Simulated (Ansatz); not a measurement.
```yaml
crystal:
  periodic: [false, false, false]
  atoms:
    - {symbol: Al, position_ang: [-0.102593, -0.755563, 1.251762]}
    - {symbol: Al, position_ang: [1.206347, 0.760871, -0.009354]}
    - {symbol: Sb, position_ang: [-0.868298, -0.085135, -1.163814]}
basis:
  gaussian: {orbitals: def2-SVP, fitting: {mean_field: def2-universal-jkfit}}
magnetization: {spin_polarized: true, initial_magnetization: 1}
hamiltonian: {xc: {name: B97}}
scf: {omitted_lower_state_checks: [starts]}
output: {forces: true}
```

```sh
$ ansatz run in.yaml --threads 2 --pin off --events-out ev --progress --plain --max-ram 4352MiB
```

Shortened log:

```
Functional definition: B97
474 factors; integrals over basis functions are off by at most 5.6e-3 eV
mean field evaluation 1: about -19723.5962 eV, gradient 1.1e1 eV
mean field evaluation 2: about -19718.4006 eV, gradient 2.5e1 eV
mean field evaluation 4: about -19725.0577 eV, gradient 1.5e0 eV
mean field evaluation 8: about -19725.0863 eV, gradient 9.3e-2 eV
mean field evaluation 16: about -19725.0873 eV, gradient 7.1e-4 eV
mean field -19725.08727650 eV, -724.8835872672 hartree, gradient 3.6e-5 eV, S^2 0.791008; 0 other end points of the search recorded, 0 dependent functions left out
reference -19725.08729433 eV, -724.8835879224 hartree; 25, 24 occupied and 37, 38 virtual orbitals, 474 factors
Total energy: -19725.08729433 eV, -724.8835879224 hartree
Atom 0 at    -0.102593    -0.755563     1.251762 Å, force    -0.692018    -0.905499     0.876849 eV/Å
Atom 1 at     1.206347     0.760871    -0.009354 Å, force     1.145220     1.024829    -0.492093 eV/Å
Atom 2 at    -0.868298    -0.085135    -1.163814 Å, force    -0.453202    -0.119329    -0.384756 eV/Å
Dipole moment:     0.111480     0.014342     0.125034 e Å
Checks for a lower state left out: starts
```

It took 4.9 s on 2 threads of Arm Neoverse V2 on a shared host.

In the def2 sets Sb takes a core potential; there is no spin–orbit coupling.
